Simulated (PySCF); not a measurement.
**Partial charges of `CO[C@@H](F)C(F)(F)F`**

Species: C3H4F4O.
Z-matrix (Å and degrees, PBE0-D3(BJ)/def2-SVP geometry), rows numbered from 1:
```
C 
O   1  1.4090
C   2  1.3524  1  114.86
F   3  1.3672  2  111.83  1    72.00
C   3  1.5279  2  108.17  1  -169.21
F   5  1.3310  3  109.80  2    62.10
F   5  1.3309  3  109.78  2  -179.05
F   5  1.3250  3  111.69  2   -58.63
H   1  1.0967  2  107.14  3   177.89
H   1  1.1052  2  111.04  3    58.96
H   1  1.1016  2  111.32  3   -62.84
H   3  1.1093  2  112.84  1   -48.88
```

Density: PBE0/pcSseg-1 (PySCF); schemes: Mulliken, IAO, Hirshfeld and ESP-fitted. Isolated species at its PBE0-D3(BJ)/def2-SVP geometry (one conformer only).

For which atoms does the sign change between the 4 schemes (beyond +0.03 e in one, beyond −0.03 e in another)?

For none.

At which atom do the 4 schemes differ most?

At C5: from +0.243 (Hirshfeld) to +0.804 e (IAO), 0.561 e apart.

Do the Mulliken, IAO, Hirshfeld and ESP-fitted schemes agree on where the charge is highest?

All schemes agree: Mulliken C5 (+0.790); IAO C5 (+0.804); Hirshfeld C5 (+0.243); ESP-fitted C5 (+0.519).

Give the atomic charges in each scheme.

In e:

```tsv
atom	environment	Mulliken	IAO	Hirshfeld	ESP-fitted
C1	methoxy carbon	-0.051	-0.206	-0.029	-0.164
O2	ether oxygen	-0.492	-0.358	-0.134	-0.239
C3	sp3 C–F carbon	+0.374	+0.316	+0.098	+0.073
F4	alkyl fluorine	-0.315	-0.317	-0.112	-0.172
C5	CF3 carbon	+0.790	+0.804	+0.243	+0.519
F6	fluorine of a CF3 group	-0.262	-0.274	-0.088	-0.183
F7	fluorine of a CF3 group	-0.263	-0.275	-0.089	-0.178
F8	fluorine of a CF3 group	-0.253	-0.262	-0.083	-0.149
H9	methyl hydrogen	+0.140	+0.169	+0.061	+0.134
H10	methyl hydrogen	+0.106	+0.130	+0.045	+0.099
H11	methyl hydrogen	+0.122	+0.144	+0.045	+0.125
H12	methine hydrogen	+0.103	+0.130	+0.042	+0.136
```

Mean size of the charges over all atoms: IAO 0.282 e, Mulliken 0.273 e, ESP-fitted 0.181 e, Hirshfeld 0.089 e. Each set sums to the total charge, 0, to within 0.001 e. The IAO scheme projects the occupied orbitals on a minimal set of polarised atomic orbitals and counts the electrons in each atom's part of it.

Sum the charges by element, for elements with more than one atom.

| element | atoms | Mulliken | IAO | Hirshfeld | ESP-fitted |
| --- | --- | --- | --- | --- | --- |
| C | 3 | +1.113 | +0.914 | +0.312 | +0.428 |
| F | 4 | -1.093 | -1.128 | -0.372 | -0.682 |
| H | 4 | +0.471 | +0.573 | +0.195 | +0.493 |

How closely do the schemes follow one another over all atoms?

Correlation coefficient and root-mean-square difference: Mulliken with Hirshfeld 0.99, 0.233 e; IAO with Hirshfeld 0.99, 0.228 e; Mulliken with IAO 0.98, 0.063 e; IAO with ESP-fitted 0.98, 0.132 e; Hirshfeld with ESP-fitted 0.97, 0.113 e; Mulliken with ESP-fitted 0.94, 0.155 e.

How many electrons does the Mulliken scheme count on O2?

Z − q = 8 − (-0.492) = 8.492.
